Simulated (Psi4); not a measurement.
Pair of molecules, SMILES O with SMILES CF (the first has 3 atoms); geometry from B3LYP-D3(BJ)/def2-TZVP.
(charge 0, multiplicity 1):
```xyz
8

O     -0.121    -0.063     0.583
H      0.008     0.637    -0.064
H     -0.480     0.372     1.367
C      0.458    -0.300     3.808
F     -0.478     0.639     3.350
H     -0.074    -1.053     4.389
H      0.940    -0.749     2.941
H      1.184     0.221     4.431
```

All values below come from SAPT0/jun-cc-pV(D+d)Z run with Psi4.

### Question
Give the four SAPT terms and the total, and say what mostly holds the pair together.

### Answer
electrostatics -6.30, exchange 4.78, induction -1.20, dispersion -1.23, total -3.95 kcal/mol; the largest attraction is electrostatics.
